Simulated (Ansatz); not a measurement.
Input for Ansatz (development build ahead of 0.2.0):

```yaml
crystal:
  periodic: [false, false, false]
  atoms:
    - { symbol: K, position_ang: [0.04774, 0.00765, -1.26625] }
    - { symbol: Cl, position_ang: [0.0332, -0.03553, 1.38936] }
basis:
  gaussian: { orbitals: STO-3G }
hamiltonian:
  xc: hf
```

The input is written out in the form of the current development build from the run's settings.

Results

```
Converged                       : yes
Total energy                    : -1047.73852 hartree
Spin squared of the determinant : 0.000
```
